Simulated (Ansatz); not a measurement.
Consider the formal exchange of groups at a Ge–Si bond: `[F][GeH2][SiH2]Cl` + SiH₄ → `[F][GeH2][SiH3]` + `[SiH3]Cl`.

Program: Ansatz. Geometries: PBE0-D4/def2-TZVP. ΔE: electronic, gas phase. CCSD(T)/CBS is the MP2 limit (def2-TZVPP, def2-QZVPP) plus CCSD(T) − MP2 in def2-TZVPP, frozen cores. This one scheme is used for every species. Functionals use def2-TZVPP. For Ge outer-core shells are correlated without core-valence functions, which leaves a few kJ/mol of doubt a bond. Scalar relativity is left out up to krypton. Each species was taken in one conformer, which may not be the lowest.

Task: Is it downhill or uphill in electronic energy at CCSD(T)/CBS, and by how much? (Best estimate.)

Result: Ansatz gave: Downhill: ΔE = -0.06 eV.

Task: What do these levels give: LDA (SPW92), revPBE-D4, BLYP-D4, B97M-V, ωB97M-V, B2PLYP, BLYP, r2SCAN0, CAM-B3LYP, RPA@PBE/def2-TZVPP, MP2/def2-TZVPP, SCS-MP2/def2-TZVPP? (Estimate.)

Result: Ansatz gave: LDA (SPW92) -0.04, revPBE-D4 -0.02, BLYP-D4 -0.02, B97M-V -0.04, ωB97M-V -0.05, B2PLYP -0.06, BLYP -0.05, r2SCAN0 -0.06, CAM-B3LYP -0.06, RPA@PBE/def2-TZVPP -0.05, MP2/def2-TZVPP -0.05, SCS-MP2/def2-TZVPP -0.06 eV.

Largest T1 diagnostic among the species: 0.012.

Leaving LDA and LC-ωPBE aside and taking each functional with its dispersion term where it has one, the values, not all of them listed here, spread over 0.04 eV, from PBE-QIDH to BLYP-D4.
